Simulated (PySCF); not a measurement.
## Cd₂Se: from structure and modes to constants

All numbers come from UPBE0 in PySCF with Se def2-TZVP, Cd def2-TZVP with ECP28; scalar-relativistic core potentials, no spin–orbit coupling; density-fitted integrals.

The triplet minimum has C2v symmetry. Masses (u): Se 79.91652, Cd 113.90336.

```xyz
3
charge 0 multiplicity 3, angstrom
Se    1.3126    0.0000    0.0000
Cd   -0.4600    1.8560    0.0000
Cd   -0.4600   -1.8560    0.0000
```

Harmonic wavenumbers (cm⁻¹): 37.1 (a1, ×1), 183.5 (a1, ×1), 186.1 (b2, ×1).

(1) Find the principal moments of inertia and the rotational constants. What kind of rotor is it?

(2) What is the harmonic zero-point energy?

(3) Find the vibrational entropy and heat capacity at 298.15 K.

(4) Give the standard entropy (298.15 K, 1 bar) by its translational, rotational, vibrational and spin parts, and Cp.

Results:

(1) About the centre of mass I = 185.89, 784.77, 970.66 u Å². With B = 16.8576/I this gives 0.09068, 0.02148, 0.01737 cm⁻¹. The molecule is an asymmetric top with κ = -0.89.

(2) Half the sum of all 3 wavenumbers, 407/2 = 203 cm⁻¹, which is 2.4 kJ/mol (1 cm⁻¹ = 0.0119627 kJ/mol).

(3) With u = 1.43878 ω/T, each mode gives S = R[u/(eᵘ−1) − ln(1−e⁻ᵘ)] and C = R u² eᵘ/(eᵘ−1)².
```tsv
ω (cm⁻¹)	u	S (J/(mol K))	C (J/(mol K))
37.1	0.179	22.62	8.29
183.5	0.886	9.59	7.79
186.1	0.898	9.48	7.78
```
The sums over all modes are S = 41.7 and C = 23.9 J/(mol K); the softest mode gives 54 % of the entropy.

(4) Sackur–Tetrode with M = 307.72 u gives 180.3; rotation with symmetry number 2 gives 120.8; vibration 41.7; spin R ln 3 = 9.1. The total is 351.9 J/(mol K), and Cp = 4 R + 23.9 = 57.1 J/(mol K).

Only a few start shapes were tried, so a lower isomer may exist.
